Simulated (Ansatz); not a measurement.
Z-matrix (Å, degrees):
```
Si
Si 1 2.336
O 1 1.645 2 106.4
H 1 1.489 2 108.8 3 -121.5
H 1 1.488 2 108.0 3 121.2
Cl 2 2.042 1 108.6 3 -178.3
F 2 1.588 1 112.3 3 63.4
Cl 2 2.036 1 112.4 3 -57.6
H 3 0.958 1 118.9 2 179.6
```

Charge 0, multiplicity 1.

List the ωB97M-V/def2-TZVPP orbital energies in eV (the Gaussian-basis code of Ansatz). (Best estimate.)

Computed: Occupied: -2772.30, -2772.27, -1809.58, -1807.91, -677.93, -526.69, -262.71, -262.68, -200.17, -200.15, -200.06, -200.05, -200.03, -200.03, -150.39, -148.93, -104.53, -104.53, -104.46, -103.06, -103.04, -103.02, -36.52, -31.43, -26.59, -25.93, -19.40, -18.20, -16.44, -15.86, -15.84, -15.48, -13.85, -13.66, -13.56, -12.78, -12.49, -12.00, -11.66, -11.56, -10.60. Lowest empty: 0.80, 1.57, 2.26, 2.72, 3.13, 3.50, 3.76, 4.74.
